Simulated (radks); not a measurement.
Spherical quantum dot in the effective-mass picture: electrons in a well V = -V0 / (1 + exp((r - R)/a)) with V0 = 14.3, R = 3.37, a = 0.37, with a point charge +1 (a donor) at the centre, all in effective atomic units (hartree* = m*/eps^2 hartree, bohr* = eps/m* bohr), one dielectric constant everywhere. Calculated with a radial shooting solver with Libxc functionals: non-relativistic Kohn-Sham, LDA (Slater exchange, Perdew-Wang correlation), spin-polarised, spherical densities. Levels are named by radial order and angular momentum (1s, 1p, 1d, 2s, ...), and open shells are averaged over m. Results are scaled to m* = 0.295 and eps = 8.9, for which hartree* = 101.3 meV and bohr* = 1.597 nm.

N = 3, configuration 1s2 1p(up 1, down 0). This is the lowest configuration that the search found. Occupied and some empty levels:

level    occupation  eigenvalue (meV)  <r> (nm)
1s up             1           -1328.3     2.008
1s down           1           -1323.0     1.987
1p up             1           -1248.7     2.742
1p down           0           -1242.1     2.742
2s up             0           -1175.7     2.527
2s down           0           -1171.3     2.543
1d up             0           -1170.2     3.102
1d down           0           -1163.7     3.109
1f up             0           -1082.1     3.364
1f down           0           -1075.9     3.373

Energy (meV): total -4155.99, kinetic 230.71, external -4565.2, Hartree 290.49, exchange-correlation -111.97.

Electron density:

r (nm)  n(r) (e/nm^3)
0.220          0.1225
0.586         0.08041
0.953         0.05527
1.32          0.03969
1.69          0.02933
2.05          0.02173
2.42          0.01567
2.79          0.01061
3.15         0.006549
3.52         0.003544
3.89         0.001626
4.25        0.0006129
4.62        0.0001817
